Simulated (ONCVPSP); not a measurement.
## Sc: variants of one ONCV potential

Base potential:

```
Element                 : Sc
Generator               : ONCVPSP 4.0.1
Type                    : optimised norm-conserving Vanderbilt (ONCV)
Functional              : PW91
Relativity              : scalar-relativistic
Frozen core             : [Ne]
Valence charge          : 11
Reference configuration : 3s2 3p6 3d1 4s2
Partial waves           : 3s+4s: rc 1.80 bohr, ncon 4, nbas 7, qcut 7.1 1/bohr, 2 projectors; 3p: rc 1.80 bohr, ncon 3, nbas 7, qcut 7.5 1/bohr, 2 projectors, debl 3.8 Ha; 3d: rc 2.85 bohr, ncon 3, nbas 8, qcut 4.6 1/bohr, 3 projectors, debl 2 Ha
Local potential         : polynomial inside 1.65 bohr (lpopt 5, dvloc0 0 Ha)
Core correction         : polynomial model core, fcfact 0.65
```

All-electron outer shells of the reference configuration (PW91, scalar-relativistic, ld1.x):

```json
{"shell": "2p", "level (eV)": "-388.54", "outermost node (bohr)": "–", "outermost maximum (bohr)": "0.23"}
{"shell": "3s", "level (eV)": "-55.05", "outermost node (bohr)": "0.42", "outermost maximum (bohr)": "0.92"}
{"shell": "3p", "level (eV)": "-33.67", "outermost node (bohr)": "0.39", "outermost maximum (bohr)": "0.97"}
{"shell": "4s", "level (eV)": "-4.22", "outermost node (bohr)": "1.33", "outermost maximum (bohr)": "3.10"}
{"shell": "3d", "level (eV)": "-3.29", "outermost node (bohr)": "–", "outermost maximum (bohr)": "1.10"}
```

Cutoffs, loose and tight: the cutoffs (Ha) at which the residual kinetic energy of the hardest occupied pseudo-wave falls to 1 and 0.1 mHa per electron. They do not see the model core or the augmentation charge, which bear on the density cutoff. Test errors are all-electron minus pseudo excitation energies from the reference, over the configurations 3s2 3p6 3d1 4s1; 3s2 3p6 3d1 4s0; 3s2 3p6 3d0 4s0; 3s2 3p6 3d1 4s0 4p1. A dash means not determined; rows that change the core or the reference have their own tests. The largest error is taken over the tests solved by every variant that gives reliable tests at all: 3s2 3p6 3d1 4s0; 3s2 3p6 3d1 4s0 4p1; 3s2 3p6 3d1 4s1.

For the base: The cutoffs count occupied waves only; projector 3 of the d channel, the hardest unoccupied one, needs 51 Ha at the loose tolerance.

A true bound ghost makes a file unfit for plane-wave use even where its test errors are small: the radial tests pick states by their node count and pass the ghost by.

```csv
change,outcome,"cutoff, loose","cutoff, tight",bound ghosts,GHOST(+) flags above zero,largest test error (meV)
base,generated,17 Ha,21 Ha,none,none,-30
s: qcut 4.5; p: qcut 4.8; d: qcut 2.9,generated,40 Ha,81 Ha,none,s,-110
s: qcut 5.4; p: qcut 5.7; d: qcut 3.5,generated,28 Ha,51 Ha,s,none,-117
s: qcut 6.4; p: qcut 6.8; d: qcut 4.2,generated,16 Ha,24 Ha,none,none,-39
s: qcut 7; p: qcut 7.4; d: qcut 4.5,generated,17 Ha,20 Ha,none,none,-32
s: qcut 7.7; p: qcut 8.2; d: qcut 5,generated,18 Ha,22 Ha,none,none,-23
s: qcut 8.4; p: qcut 8.9; d: qcut 5.5,generated,19 Ha,24 Ha,none,none,-17
s: qcut 9.6; p: qcut 10.2; d: qcut 6.2,generated,21 Ha,26 Ha,none,none,+17
s: qcut 10.5; p: qcut 11.1; d: qcut 6.8,generated,25 Ha,30 Ha,none,none,+20
```
